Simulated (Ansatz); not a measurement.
Calculated with Ansatz (gas phase, PBE0-D4/def2-TZVP geometries, no zero-point term in ΔE). CCSD(T)/CBS is the MP2 limit (def2-TZVPP, def2-QZVPP) plus CCSD(T) − MP2 in def2-TZVPP, frozen cores. This one scheme is used for every species. DFT in def2-TZVPP. B3LYP here is the variant with VWN-RPA as its local correlation; programs differ in this. HSE06 is defined as in plane-wave codes. For Br outer-core shells are correlated without core-valence functions, which leaves a few kJ/mol of doubt a bond. Scalar relativity is left out up to krypton. One conformer a species, not always the lowest.

`NB(F)Br` + H₂ → `NBF` + HBr  (hydrogenolysis of a B–Br bond)

(1) Is it downhill or uphill in electronic energy at CCSD(T)/CBS, and by how much? (Best estimate.)

(2) What do these levels give: LDA (SPW92), B3LYP-D4, HSE06-D4, BHLYP-D4, CAM-B3LYP-D4, ωB97X-V, r2SCAN, PBE0, MP2/def2-SVP, CCSD/def2-SVP, HF/def2-TZVPP, HF/def2-QZVPP? (Best estimate.)

Largest T1 diagnostic among the species: 0.012.

Results:

(1) Computed: Uphill: ΔE = +52.2 kJ/mol.

(2) The calculation gave: LDA (SPW92) 54.2, B3LYP-D4 49.1, HSE06-D4 52.7, BHLYP-D4 46.7, CAM-B3LYP-D4 44.8, ωB97X-V 49.5, r2SCAN 56.8, PBE0 48.7, MP2/def2-SVP 55.1, CCSD/def2-SVP 42.3, HF/def2-TZVPP 34.0, HF/def2-QZVPP 33.0 kJ/mol.

The D4 term adds +7.8 kJ/mol with B3LYP and +4.0 kJ/mol with PBE0; it sums over pairs of atoms, weighted by their polarisabilities, and B3LYP, whose exchange is more repulsive, gets the larger term. At CCSD(T), def2-SVP lies −6.6 kJ/mol from the extrapolated value and def2-TZVPP −2.6 kJ/mol.
